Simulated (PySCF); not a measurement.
Isomers of C8H13P, from PySCF, PBE0-D3(BJ)/def2-SVP geometry optimisation, gas phase. One conformer each, no zero-point energy, no frequencies.

Problem. Which is lowest in electronic energy at this level?
A. `[CH:1]#[C:2][P:3]1[CH2:4][CH2:5][CH2:6][CH2:7][CH2:8][CH2:9]1` with C2–P3–C4–C5 -173°, P3–C4–C5–C6 -39°, C4–C5–C6–C7 -48°, C5–C6–C7–C8 94°: A = 2478, B = 982.3, C = 777.9 MHz, dipole 1.51 D
B. `[CH3:1][CH2:2][CH2:3][P:4]1[CH:5]=[CH:6][CH2:7][CH:8]=[CH:9]1` with C1–C2–C3–P4 64°, C2–C3–P4–C5 78°, C3–P4–C5–C6 119°, C5–C6–C7–C8 -13°, C6–C7–C8–C9 13°, C3–P4–C9–C8 -119°: A = 3200, B = 791.8, C = 706.5 MHz, dipole 1.36 D
C. `[CH:1]#[C:2][PH:3][CH:4]1[CH2:5][CH2:6][CH2:7][CH2:8][CH2:9]1` with C2–P3–C4–C5 54°, P3–C4–C5–C6 180°, C4–C5–C6–C7 55°, C5–C6–C7–C8 -55°, C6–C7–C8–C9 55°: A = 2329, B = 832.8, C = 811.4 MHz, dipole 1.48 D

Solution. B. That is `CCCP1C=CCC=C1`, 17.2 kcal/mol below the next.

```tsv
SMILES	mapped SMILES	E (Eh)	relative (kcal/mol)	relative (kJ/mol)	dipole (D)
CCCP1C=CCC=C1	[CH3:1][CH2:2][CH2:3][P:4]1[CH:5]=[CH:6][CH2:7][CH:8]=[CH:9]1	-653.17792	0.0	0.0	1.36
C#CPC1CCCCC1	[CH:1]#[C:2][PH:3][CH:4]1[CH2:5][CH2:6][CH2:7][CH2:8][CH2:9]1	-653.15054	17.2	71.9	1.48
C#CP1CCCCCC1	[CH:1]#[C:2][P:3]1[CH2:4][CH2:5][CH2:6][CH2:7][CH2:8][CH2:9]1	-653.14669	19.6	82.0	1.51
```

As drawn, the lowest has a C=C bond outside aromatic rings, which the highest lacks; the highest has a C≡C bond, which the lowest lacks.
